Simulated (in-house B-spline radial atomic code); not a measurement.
O²⁺: [He] 2s1 2p2 3d1 (an excited or competing configuration)

Computed with a B-spline radial code for spherical atoms: non-relativistic TPSSh, spin-polarised, spherical fractional occupations, exact exchange averaged over the configuration, point nucleus.

Screening seen three ways: the hydrogenic charge with the same mean radius, Z_r = [3n² - l(l+1)]/(2<r>), the one with the same energy, Z_e = n√(-2ε), and Slater's rules. Values are occupation-weighted means over spin.

| shell | electrons | ε (eV) | <r> (bohr) | Z_r | Z_e | Slater |
| --- | --- | --- | --- | --- | --- | --- |
| 1s | 2 | -581.79 | 0.1987 | 7.55 | 6.54 | 7.70 |
| 2s | 1 | -73.907 | 0.9736 | 6.16 | 4.66 | 5.60 |
| 2p | 2 | -58.686 | 0.9212 | 5.43 | 4.15 | 5.60 |
| 3d | 1 | -11.923 | 3.119 | 3.37 | 2.81 | 3.00 |

The least bound orbital is 3d up at -11.92 eV, and it is also the most diffuse (<r> = 3.119 bohr).
